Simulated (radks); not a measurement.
Values are calculated unless marked as measured or tabulated.
All-electron atom: Pt in [Xe] 4f11 5d10 6p3 (not the ground configuration).

Level of theory: Dirac Kohn-Sham, PBE, spin-unpolarised, spherical densities, finite nucleus; open shells fill j = l - 1/2 first; Fermi nuclear charge, rms radius 5.427 fm (a radial shooting solver on a logarithmic mesh with Libxc functionals).

Energy parts (eV):
total: -501596.43
kinetic: 573655.56
electron-nucleus: -1257956.65
Hartree: 192349.18
exchange-correlation: -9644.51

Orbitals (lengths in bohr, moments of r in powers of bohr):
orbital  occ.  eigenvalue (eV)       <r^4>      <r^2>      <r>  small-component weight
1s1/2       2        -78319.34   4.524e-07  0.0004063  0.01715                8.74e-02
2s1/2       2        -13791.54  0.00006628   0.006148  0.07172                2.00e-02
2p1/2       2        -13223.25  0.00003948   0.004358  0.05908                2.01e-02
2p3/2       4        -11495.05  0.00006040   0.005549  0.06751                1.79e-02
3s1/2       2        -3284.370    0.002416    0.03996   0.1866                6.66e-03
3p1/2       2        -3028.540    0.002111    0.03648   0.1768                6.60e-03
3p3/2       4        -2648.748    0.002887    0.04292   0.1923                5.98e-03
3d3/2       4        -2221.258    0.001925    0.03301   0.1677                5.86e-03
3d5/2       6        -2139.490    0.002115    0.03476   0.1724                5.69e-03
4s1/2       2        -743.5419     0.05305     0.1919   0.4122                2.28e-03
4p1/2       2        -634.6708     0.05646     0.1955   0.4145                2.19e-03
4p3/2       4        -542.1728     0.07597     0.2271   0.4470                1.95e-03
4d3/2       4        -363.3751     0.08923     0.2381   0.4541                1.76e-03
4d5/2       6        -345.9041     0.09752     0.2490   0.4646                1.70e-03
4f5/2       6        -117.4329      0.1539     0.2807   0.4842                1.36e-03
4f7/2       5        -113.6278      0.1615     0.2875   0.4901                1.34e-03
5s1/2       2        -124.5018       1.277     0.9414   0.9164                6.13e-04
5p1/2       2         -87.8241       1.758      1.088   0.9821                5.34e-04
5p3/2       4         -70.5466       2.495      1.292    1.070                4.58e-04
5d3/2       4         -19.7372       8.488      2.199    1.373                2.82e-04
5d5/2       6         -17.7332       9.903      2.361    1.421                2.65e-04
6p1/2       2          -4.3490       261.9      12.29    3.253                4.72e-05
6p3/2       1          -3.2262       442.3      15.89    3.697                3.55e-05

The highest occupied level is 6p3/2 at -3.226 eV. The density falls to 0.001 e/bohr^3 at r = 5.01 bohr.
